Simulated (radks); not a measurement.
Numerical settings for the xenon ion Xe+, [Kr] 4d10 5s2 5p5. Calculated with a radial shooting solver on a logarithmic mesh with Libxc functionals: scalar-relativistic Kohn-Sham, LDA (Slater exchange, Perdew-Wang correlation), spin-polarised, spherical densities, point nucleus; open shells are filled with parallel spins first (spin-orbit coupling, left out, can overturn this in heavy ions). The defaults (mesh step 0.008 in ln r, mesh end at 40 bohr or more with all orbitals vanishing there, Anderson mixing 0.5 over 9 steps, residual threshold near 1e-9 with the energy settled to 1e-9 hartree or 1e-11 of itself, here a cap of 97 iterations) give E = -7440.9009 hartree and 5p at -16.866 eV in 13 iterations. Times are rough (one thread of a shared host). Changes against that run (0 stands for a change within the tolerance of the run):

setting,iterations,converged,E (mhartree),e(5p) (meV),CPU (s)
mesh step in ln r 0.02,13,yes,0,0,0.1
mesh step in ln r 0.003,13,yes,0,0,0.57
mesh step in ln r 0.05,13,yes,+0.0491,0,0.05
mesh end (bohr) 8,13,yes,+0.11,+5.89,0.21
mesh end (bohr) 400,13,yes,0,0,0.23
residual threshold 0.01,9,yes,+0.000385,+0.599,0.17
residual threshold 1e-13,21,yes,0,0,0.3
mixing 1.5,13,yes,0,0,0.23
"linear mixing, mixing 1",97,no,+1.24,-311,2
"linear mixing, mixing 0.8",37,yes,0,0,0.59
mixing history 3,16,yes,0,0,0.27
iteration cap 2,2,no,+187,-8.21e+03,0.06

No run marked as converged misses the energy by more than 1 mhartree. A mesh that ends early acts as a hard wall.
